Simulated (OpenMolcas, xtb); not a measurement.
A ladder of methods for CH4AlO2 (SMILES C[O][Al][OH])

CH4AlO2: 8 atoms, total charge 0, spin state doublet. SMILES: `C[O][Al][OH]`. Geometry: relaxed at PBE0-D4/def2-TZVP. This is one conformer, not always the lowest.

```xyz
8

C     0.2927    1.3659   -0.6699
O    -0.0358    0.2825    0.1443
Al   -0.0626   -1.3996    0.0930
O    -0.6019   -2.1919    1.4979
H     0.6612    1.0583   -1.6559
H    -0.5854    2.0024   -0.8208
H     1.0700    1.9715   -0.1925
H    -0.6463   -3.1460    1.5482
```

Quantity: the dipole moment, in D. The values are calculated.

| level | kind | program | value (D) | CPU time |
| --- | --- | --- | --- | --- |
| GFN2-xTB | semi-empirical | xtb | 2.75 | under 2 s |
| UHF/6-311+G** | Hartree–Fock | OpenMolcas | 2.57 | 43 s |
| USVWN5/6-311+G** | LDA | OpenMolcas | 2.06 | 76 s |
| U-revPBE/6-311+G** | GGA | OpenMolcas | 1.96 | 1.8 min |
| UM06-L/6-311+G** | meta-GGA | OpenMolcas | 2.03 | 2 min |
| UPBE0/6-311+G** | global hybrid | OpenMolcas | 2.20 | 1.7 min |

The values span 1.96 to 2.75 D. Magnitudes only. CPU times are rough (shared hosts, several kinds of processor and program).
